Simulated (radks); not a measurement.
Results of a calculation; reference values are marked as such.
Charge is removed step by step from the 2p level of P+, starting from [Ne] 3s2 3p2. Code: a radial shooting solver on a logarithmic mesh with Libxc functionals. Model: scalar-relativistic Kohn-Sham, PBE, spin-unpolarised, spherical densities, finite nucleus; Fermi nuclear charge, rms radius 3.1889 fm.

removed (e)  E - E(0) (eV)  eigenvalue (eV)  E minus straight line (eV)
0                    0.000          -135.15                       0.000
0.125               17.154          -139.38                      -1.917
0.25                34.841          -143.67                      -3.301
0.375               53.068          -148.02                      -4.145
0.5                 71.843          -152.43                      -4.441
0.625               91.173          -156.90                      -4.182
0.75                111.07          -161.43                      -3.360
0.875               131.53          -166.02                      -1.969
1                   152.57          -170.67                       0.000

Removing the whole electron costs 152.57 eV by Delta-SCF, against 135.15 eV from minus the eigenvalue at the starting occupation. Slater's transition state (half an electron removed) gives 152.43 eV. Integrating minus the eigenvalue over the occupation (Janak's theorem) gives 152.59 eV. In this scalar-relativistic scheme the density is built from large components alone, so the theorem holds only approximately. The mean slope of the eigenvalue, de/dn, is 35.5 eV per electron.
